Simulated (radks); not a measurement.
Coulomb parameter of the 4d shell of the molybdenum ion Mo2+ in the model configuration [Kr] 4d2.5 5p1.5, as a second difference U = [E(n + 0.25) + E(n - 0.25) - 2 E(n)] / (0.25)^2 with all orbitals relaxed. "Bare": the charge of the atom changes with n. "Screened": the 5p shell takes up the change at fixed total charge, which measures U(4d,4d) + U(5p,5p) - 2 U(4d,5p). Calculated with a radial shooting solver on a logarithmic mesh with Libxc functionals: scalar-relativistic Kohn-Sham, r2SCAN, spin-unpolarised, spherical densities, finite nucleus; meta-GGA in the generalised Kohn-Sham scheme; Fermi nuclear charge, rms radius 4.4091 fm.

case                 configuration  E - E(n) (eV)
start             [Kr] 4d2.5 5p1.5          0.000
bare +0.25       [Kr] 4d2.75 5p1.5         -6.312
bare -0.25       [Kr] 4d2.25 5p1.5          7.051
screened +0.25  [Kr] 4d2.75 5p1.25         -2.846
screened -0.25  [Kr] 4d2.25 5p1.75          2.984

U(bare) = 11.817 eV, U(screened by 5p) = 2.203 eV, against the Slater integral F0(4d,4d) = 15.353 eV with frozen orbitals.
